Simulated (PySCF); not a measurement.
Z-matrix (Å, degrees):
```
S
C 1 1.6952
H 2 1.0797 1 117.37
H 2 1.0805 3 120.75 1 -171.93
C 1 1.7942 2 101.61 3 178.06
H 5 1.0898 1 107.21 2 178.88
H 5 1.0906 6 109.27 1 -119.83
H 5 1.0909 6 109.08 7 -120.50
```
Charge 0, spin multiplicity 2.

What highest occupied spin orbital, total energy and dipole moment does PySCF 2.14.0 with PBE0-D4/def2-TZVP give?


* **highest occupied spin orbital**: -4.91 eV
* **total energy**: -477.1627 Ha
* **dipole moment**: 1.45 D
